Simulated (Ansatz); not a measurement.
Mulliken charges of C₂HCl₂F₃, SMILES `FC(F)(F)C(Cl)Cl` from PBE/def2-TZVPP in Ansatz (PBE0-D4/def2-TZVP geometry).

| atom | x (Å) | y (Å) | z (Å) | charge (e) |
| --- | --- | --- | --- | --- |
| F1 | -0.219 | -1.335 | 1.157 | -0.120 |
| C2 | 0.180 | -0.765 | 0.021 | 0.359 |
| F3 | 1.492 | -0.966 | -0.097 | -0.120 |
| F4 | -0.431 | -1.367 | -0.989 | -0.114 |
| C5 | -0.110 | 0.740 | 0.068 | -0.012 |
| Cl6 | -1.827 | 1.019 | 0.310 | -0.066 |
| Cl7 | 0.491 | 1.518 | -1.388 | -0.066 |
| H8 | 0.424 | 1.157 | 0.919 | 0.140 |

Q: By hand: the dipole of these point charges (1 e Å = 4.8032 D).

A: Σ q r = (0.110, 0.143, 0.192) e Å, of length 0.263 e Å = 1.26 D.

Q: How does the dipole of the full density compare? (Best estimate.)

A: Computed: (0.078, 0.177, 0.158) e Å, 1.20 D; the point charges give 1.05 times that, at 13° from its direction.

Point charges leave out the atoms' own dipoles, such as those of lone pairs, and Mulliken's split depends on the basis, so the close match here is no proof of good charges.
